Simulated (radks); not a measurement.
Task: Successive ionisation energies (eV) of one element, from differences of total energies of ions in their ground configurations, starting at charge 22: 2009.3, 2127.3, 2294.4, 2388.1, 10296.5, 10701.0. Calculated with a radial shooting solver on a logarithmic mesh with Libxc functionals: Dirac Kohn-Sham, relativistic LDA (MacDonald-Vosko exchange, VWN5 correlation), spin-unpolarised, spherical densities, finite nucleus; open shells fill j = l - 1/2 first; Fermi nuclear charge, rms radius 3.7757 fm. Which element is it?

Result: Nickel (Z = 28). The first species listed is Ni22+ in [He] 2s2 2p2, the last Ni27+ in 1s1.
